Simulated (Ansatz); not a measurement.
Job for Ansatz (an electronic-structure program): R-B3LYP/def2-TZVPP on BClH2OSe (SMILES OB(Cl)[SeH]), a point of a torsion scan.

Ansatz 0.2 input:
```yaml
crystal:
  periodic: [false, false, false]
  atoms:
    - {symbol: O, position_ang: [-0.67062157, -0.84847599, -0.38630416]}
    - {symbol: B, position_ang: [-0.24610834, 0.39268544, -0.14195694]}
    - {symbol: Cl, position_ang: [-1.31392576, 1.76240662, -0.06690796]}
    - {symbol: Se, position_ang: [1.60819039, 0.66449443, 0.33820906]}
    - {symbol: H, position_ang: [-1.37080050, -1.28240791, 0.09443470]}
    - {symbol: H, position_ang: [2.00750581, -0.71086567, 0.19631366]}
basis:
  gaussian:
    orbitals: def2-TZVPP
hamiltonian:
  xc: {name: B3LYP}
scf: {lower_state_search: off}
```

It printed:

```
WARN ansatz: RAYON_NUM_THREADS=1 ignored (pool sized by the plan → 1); use --threads N
Functional definition: B3LYP
these checks for a lower state are left out or cut short: stability, starts, cluster_reference, orbital_swaps, neighbouring_geometries, increment
integrals: 0.10 GiB planned
1160 factors; their error is unknown
mean field: 0.91 GiB planned
mean field evaluation 1: about -80628.6647 eV, gradient 5.6e1 eV
mean field evaluation 2: about -80616.1745 eV, gradient 9.8e1 eV
mean field evaluation 4: about -80633.7945 eV, gradient 3.7e0 eV
mean field evaluation 8: about -80634.1803 eV, gradient 3.4e-1 eV
mean field evaluation 16: about -80634.1804 eV, gradient 1.3e-5 eV
mean field -80634.18038351 eV, -2963.2514732837 hartree, gradient 3.9e-6 eV, S^2 0.000000; 0 other end points of the search recorded, 0 dependent functions left out
reference -80634.18061678 eV, -2963.2514818560 hartree; 33, 33 occupied and 147, 147 virtual orbitals, 1160 factors
Total energy: -80634.18061678 eV, -2963.2514818560 hartree
Checks for a lower state left out: stability, starts, cluster_reference, orbital_swaps, neighbouring_geometries, increment
```

Self-consistency was reached.

Cost: roughly 2.6 core-seconds.
